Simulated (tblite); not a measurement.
Species: C2H2N3Si (doublet state).
Numbering: `[N:1]#[C:2][Si:3]([NH2:4])[C:5]#[N:6]` (hydrogens: H7, H8 on N4)

Structure used (GFN2-xTB), in Å, numbered top down from 1:
```xyz
8
C2H2N3Si angstrom
N     -1.8449    2.3935    0.0380
C     -1.0927    1.5233    0.0784
Si     0.0732    0.1497    0.4242
N     -0.5005   -1.3691   -0.1181
C      1.8117    0.4641   -0.0707
N      2.9397    0.6459   -0.2086
H     -1.4730   -1.6178   -0.0478
H      0.0954   -2.1801   -0.1200
```

Level: GFN2-xTB in tblite, geometry and Hessian alike; calculated harmonic values, unscaled, isolated species. Against measured fundamentals such values can be off by several per cent, at times by over 20. One conformer, not necessarily the lowest. Open shells enter through the occupations alone, without spin polarisation, and single modes of such species can be off by tens of per cent.

Harmonic wavenumbers (cm⁻¹): 79.2, 94.4, 105.9, 144.5, 272.3, 302.6, 318.7, 330.0, 369.9, 577.7, 711.0, 802.7, 947.4, 1484.2, 2247.6, 2274.9, 3480.8, 3521.5.

A = 4333, B = 2057, C = 1432 MHz; mass 96.002 u (most abundant isotopes); point group Cs, symmetry number 1; spin multiplicity 2.

What is the zero-point energy?

Half the sum of the wavenumbers: 9033 cm⁻¹ = 25.83 kcal/mol.

Give the ideal-gas entropy at 400 K and 1 bar in the rigid-rotor, harmonic-oscillator model (classical rotation).

Translation 41.08, rotation 28.50, vibration 27.29, spin (R ln 2) 1.38: S = 98.2 cal/(mol K).

And Cp and H(400 K) − H(0)?

Cp = 29.50 cal/(mol K), of which vibrations give 21.55 (their classical limit is 18 R = 35.8); H(400 K) − H(0) = 8.58 kcal/mol without the zero-point energy, 5.40 from vibrations.

Which modes carry the vibrational entropy at 400 K?

79.2 cm⁻¹: 4.49; 94.4 cm⁻¹: 4.14; 105.9 cm⁻¹: 3.92; 144.5 cm⁻¹: 3.31; 272.3 cm⁻¹: 2.11; 302.6 cm⁻¹: 1.91 cal/(mol K); the other 12 give 7.41 together.

Blend soft modes into free rotors: weight 1/[1 + (100 cm⁻¹/ν̃)⁴] for the oscillator and the rest for a rotor with moment μB/(μ + B), μ = h/(8π²ν), B = 10⁻⁴⁴ kg m². What vibrational entropy results?

25.51 cal/(mol K) in place of 27.29, which changes −T·S at 400 K by +0.71 kcal/mol.

Hindered rotation and anharmonicity are outside this model. Other conformers, if any are populated, would add a mixing term that is left out.
